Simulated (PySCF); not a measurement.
C₆H₇FO.
Structure used (GFN2-xTB), in Å, numbered top down from 1:
```
atom  x, y, z in Å
C1    -1.5914    1.1782    0.9684
C2    -1.0817    0.7791   -0.1811
C3    -0.7947   -0.6483   -0.5254
C4     0.7075   -0.8699   -0.7675
C5     1.5006   -0.6415    0.4900
F6     1.4343   -1.6408    1.4188
C7     2.1095    0.4786    0.7534
O8     2.6747    1.4924    0.8590
H9    -1.7754    2.2172    1.1814
H10   -1.8511    0.4779    1.7457
H11   -0.8238    1.5004   -0.9464
H12   -1.3317   -0.9195   -1.4382
H13   -1.1319   -1.3021    0.2805
H14    1.0677   -0.1939   -1.5441
H15    0.8830   -1.8998   -1.0862
```

Vertical excitations from PySCF (density fitting, frozen core in the response, grid level 2 and gas phase unless stated; continuum runs use non-equilibrium linear response for the excitations) on a GFN2-xTB geometry. Reference run:

```json
{"settings": "LDA/Sadlej pVTZ, TDA, 25 singlets", "S1, eV (f)": "2.37 (0.001)", "S2, eV (f)": "3.50 (0.008)", "S3, eV (f)": "4.25 (0.001)", "S4, eV (f)": "4.88 (0.015)", "S5, eV (f)": "5.08 (0.006)", "S6, eV (f)": "5.33 (0.009)", "T1, eV (Tamm–Dancoff)": "–", "mean α (au)": "80.1"}
```

**Question.** What do these settings give: PBE0/6-311G**, full TDDFT, 1 singlet?

**Answer.** 
```tsv
settings	S1, eV (f)	S2, eV (f)	S3, eV (f)	S4, eV (f)	S5, eV (f)	S6, eV (f)	T1, eV (Tamm–Dancoff)	mean α (au)
PBE0/6-311G**, full TDDFT, 1 singlet	2.59 (0.001)	–	–	–	–	–	2.07	65.8
```

S1 moves by +0.22 eV; functional, basis and response scheme change together, so the shift can't be laid on one. States are counted by energy in each run and needn't keep their character from row to row.

All basis functions are spherical, in the Pople sets too.

**Question.** Which orbital pairs make up S1 in each run, and how does it sit against the orbital gap?

**Answer.** 
| settings | S1 configurations (weight) | S1 (eV) | orbital gap (eV) | S1 − gap (eV) |
| --- | --- | --- | --- | --- |
| LDA/Sadlej pVTZ, TDA, 25 singlets | H→L 1.00 | 2.37 | 2.14 | +0.23 |
| PBE0/6-311G**, full TDDFT, 1 singlet | H→L 0.99 | 2.59 | 4.74 | -2.15 |

One conformer stands for the species.
